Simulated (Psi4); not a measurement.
lithium hydride (HLi), singlet, at a GFN2-xTB geometry (such geometries of metal compounds can be far from the true shape), with bond 2-1 at 2.0 times its length; PBE/6-311G** run with Psi4.

The Psi4 input:
```
memory 2 GB

molecule {
0 1
  Li   -0.00000000   -0.00000000   -0.34356182
  H     0.00000000    0.00000000    2.40493272
}

set basis 6-311g**
set damping_percentage 50

energy('pbe')
print_variables()
```

**Question.** Write the output that Psi4 gives for this input, abridged.

**Answer.** 
```
   => Loading Basis Set <=

    Name: 6-311G**
    Role: ORBITAL
    Keyword: BASIS

         ---------------------------------------------------------
                                   SCF
               by Justin Turney, Rob Parrish, Andy Simmonett
                          and Daniel G. A. Smith
                              RKS Reference
         ---------------------------------------------------------

  ==> Geometry <==

    Molecular point group: c2v
    Full point group: C_inf_v

    Geometry (in Angstrom), charge = 0, multiplicity = 1:

       Center              X                  Y                   Z               Mass
    ------------   -----------------  -----------------  -----------------  -----------------
         LI           0.000000000000     0.000000000000    -0.345221936027     7.016003436600
         H            0.000000000000     0.000000000000     2.403272603973     1.007825032230

  Running in c2v symmetry.

  Rotational constants: A = ************  B =      2.53229  C =      2.53229 [cm^-1]
  Rotational constants: A = ************  B =  75916.14452  C =  75916.14452 [MHz]
  Nuclear repulsion =    0.577600431401985

  Charge       = 0
  Multiplicity = 1
  Electrons    = 4
  Nalpha       = 2
  Nbeta        = 2

  ==> Algorithm <==

  SCF Algorithm Type is DF.
  DIIS enabled.
  MOM disabled.
  Fractional occupation disabled.
  Guess Type is SAD.
  Energy threshold   = 1.00e-06
  Density threshold  = 1.00e-06
  Integral threshold = 1.00e-12

  ==> Primary Basis <==

  Basis Set: 6-311G**
    Blend: 6-311G**
    Number of shells: 12
    Number of basis functions: 24
    Number of Cartesian functions: 25
    Spherical Harmonics?: true
    Max angular momentum: 2

  ==> DFT Potential <==

   => LibXC <=

    Version 7.1.2
    S. Lehtola, C. Steigemann, M. J. T. Oliveira, and M. A. L. Marques,  SoftwareX 7, 1–5 (2018) (10.1016/j.softx.2017.11.002)

   => Composite Functional: PBE <=

    PBE GGA Exchange-Correlation Functional

    J.P. Perdew et. al., Phys. Rev. Lett., 77(18), 3865-3868, 1996

    Deriv               =              1
    GGA                 =           TRUE
    Meta                =          FALSE

    Exchange Hybrid     =          FALSE
    MP2 Hybrid          =          FALSE

   => Exchange Functionals <=

    1.0000     XC_GGA_X_PBE

   => Correlation Functionals <=

    1.0000     XC_GGA_C_PBE

   => LibXC Density Thresholds  <==

    XC_GGA_C_PBE:  1.00E-12
    XC_GGA_X_PBE:  1.00E-15

[...]
   @DF-RKS iter  89:    -7.99566566790616   -1.57243e-06   3.24959e-05 DIIS/DAMP=50%
   @DF-RKS iter  90:    -7.99567025000343   -4.58210e-06   3.57403e-05 DIIS/DAMP=50%
   @DF-RKS iter  91:    -7.99567129565370   -1.04565e-06   3.56999e-05 DIIS/DAMP=50%
   @DF-RKS iter  92:    -7.99567104084776    2.54806e-07   3.50227e-05 DIIS/DAMP=50%
   @DF-RKS iter  93:    -7.99566292722251    8.11363e-06   4.01914e-05 DIIS/DAMP=50%
   @DF-RKS iter  94:    -7.99567325164656   -1.03244e-05   3.55530e-05 DIIS/DAMP=50%
   @DF-RKS iter  95:    -7.99566827048546    4.98116e-06   3.54361e-05 DIIS/DAMP=50%
   @DF-RKS iter  96:    -7.99565426211580    1.40084e-05   3.07125e-05 DIIS/DAMP=50%
   @DF-RKS iter  97:    -7.99565624744263   -1.98533e-06   2.85169e-05 DIIS/DAMP=50%
   @DF-RKS iter  98:    -7.99566090368757   -4.65624e-06   3.40534e-05 DIIS/DAMP=50%
   @DF-RKS iter  99:    -7.99567859755265   -1.76939e-05   3.26483e-05 DIIS/DAMP=50%
   @DF-RKS iter 100:    -7.99567378831261    4.80924e-06   3.12300e-05 DIIS/DAMP=50%

PsiException: Could not converge SCF iterations in 100 iterations.

  Failed to converge.

Traceback (most recent call last):
  File "psi4", line 375, in <module>
  File "<string>", line 23, in <module>
  File "site-packages/psi4/driver/driver.py", line 533, in energy
  File "site-packages/psi4/driver/procrouting/proc.py", line 2760, in run_scf
  File "site-packages/psi4/driver/procrouting/proc.py", line 2047, in scf_helper
  File "site-packages/psi4/driver/procrouting/scf_proc/scf_iterator.py", line 93, in scf_compute_energy
  File "site-packages/psi4/driver/procrouting/scf_proc/scf_iterator.py", line 86, in scf_compute_energy
  File "site-packages/psi4/driver/procrouting/scf_proc/scf_iterator.py", line 609, in scf_iterate

psi4.driver.p4util.exceptions.SCFConvergenceError: Could not converge SCF iterations in 100 iterations.

Printing out the relevant lines from the Psithon --> Python processed input file:
      H     0.00000000    0.00000000    2.40493272
    """)
    core.IO.set_default_namespace("")
    core.set_global_option("BASIS", "6-311g**")
    core.set_global_option("DAMPING_PERCENTAGE", 50)
--> energy('pbe')
    print_variables()

!-------------------------------------------------------!
!                                                       !
!  Could not converge SCF iterations in 100 iterations. !
!                                                       !
!-------------------------------------------------------!
```

The run did not converge; its last values are not results.
